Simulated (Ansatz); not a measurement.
Species: CAgO, charge 1, multiplicity 1. 
Coordinates optimised at B3LYP-D3(BJ)/def2-TZVP (Ansatz, a quantum-chemistry and plane-wave program):
```
C
O 1 1.1136
Ag 1 2.1517 2 180.00
```
Charge +1, spin multiplicity 1.

Basis-set convergence of Hartree-Fock and MP2 correlation energies (hartree) with Ansatz. Correlated levels leave the core frozen unless marked. Spin-orbit coupling is left out. The frozen core is the preceding noble-gas configuration, with the filled d and f shells of earlier blocks. Past Kr the def2 sets carry scalar-relativistic core potentials.

| basis | functions | E(HF) | E(corr, MP2) |
|---|---|---|---|
| def2-SVPD | 77 | -258.51378 | -0.52773 |
| def2-TZVPPD | 133 | -258.68184 | -0.73133 |
| def2-QZVPPD | 217 | -258.68783 | -0.78817 |

Extrapolating the two largest sets (X = 3 and 4) as X^-3: E(corr) = (64·(-0.78817) - 27·(-0.73133))/37 = -0.8296 Eh, an estimate of the basis-set limit. The largest set recovers 95.0 % of it, the smallest 63.6 %.
